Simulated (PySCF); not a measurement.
Compound: C4H7B.
SMILES: `B[C@H]1C=CC1`

Computed, not measured: TDDFT CAM-B3LYP/def2-SVPD, vertical, gas phase, core orbitals frozen in the response in PySCF. Isolated species at its PBE0-D3(BJ)/def2-SVP geometry (one conformer only).

Each state is given a Gaussian of 0.4 eV full width at half maximum, with ε(max) = 2.175×10⁸ f / Δν̃ (Δν̃ the width in cm⁻¹). The width is an assumption, not a result. The curve ends short of the highest state used, and states not computed would add to its high-energy end.

λ (nm), ε (L mol⁻¹ cm⁻¹) and a bar:
```
    173.1       7984 #################
    175.6      12049 ##########################
    178.1      13911 ##############################
    180.7      11942 ##########################
    183.2       7762 #################
    185.8       3757 ########
    188.3       1490 ###
    190.9        517 #
    193.4        239 #
    195.9        166 
    198.5        125 
    201.0         84 
    203.6         50 
    206.1         32 
    208.6         28 
    211.2         32 
    213.7         36 
    216.3         36 
    218.8         31 
    221.3         24 
    223.9         17 
    226.4         13 
    229.0         14 
    231.5         22 
    234.1         41 
    236.6         69 
    239.1        105 
    241.7        144 
    244.2        177 
    246.8        197 
    249.3        200 
    251.8        186 
    254.4        158 
    256.9        125 
    259.5         91 
    262.0         63 
    264.6         40 
    267.1         24 
    269.6         14 
    272.2          7 
    274.7          4 
    277.3          2 
    279.8          1 
    282.3          0
```

Problem. Locate the maxima and give the states behind the curve.

Solution. 248 nm (4.99 eV), ε about 200, made up of S1 (100%); 215 nm (5.77 eV), ε about 37, made up of S2 (99%); 178 nm (6.96 eV), ε about 14000, made up of S4 (87%) and S5 (13%) (ε in L mol⁻¹ cm⁻¹; maxima over ε = 5, shares over 10%). The states used: S1 4.99 eV (f 0.0030); S2 5.76 eV (f 0.0005); S3 6.35 eV (f 0.0022); S4 6.94 eV (f 0.181); S5 7.12 eV (f 0.041); S6 7.47 eV (f 0.0046); S7 7.53 eV (f 0.025); S8 7.63 eV (f 0.0089); S9 7.71 eV (f 0.012); S10 7.76 eV (f 0.085).

Problem. On this curve, what absorbance would a 10⁻⁵ mol/L sample give at 254 nm over a 1 cm path?

Solution. 254 nm is 4.881 eV, where ε is about 160 L mol⁻¹ cm⁻¹, so A = ε c l ≈ 0.0016 (Beer–Lambert, with the gas-phase spectrum and the assumed width).

Problem. Coming from long wavelengths, where does ε first pass 100 L mol⁻¹ cm⁻¹?

Solution. At about 259 nm (4.79 eV), 0.20 eV below S1.

Problem. What would ε be at 6.96 eV, the highest of these maxima, with half the width (0.2 eV)?

Solution. About 24600 L mol⁻¹ cm⁻¹ against 13900, a factor of about 1.8; a lone state at its own centre would give exactly 2.

The vertical ionisation energy (ΔSCF) is 9.31 eV, 1.54 eV above S10.
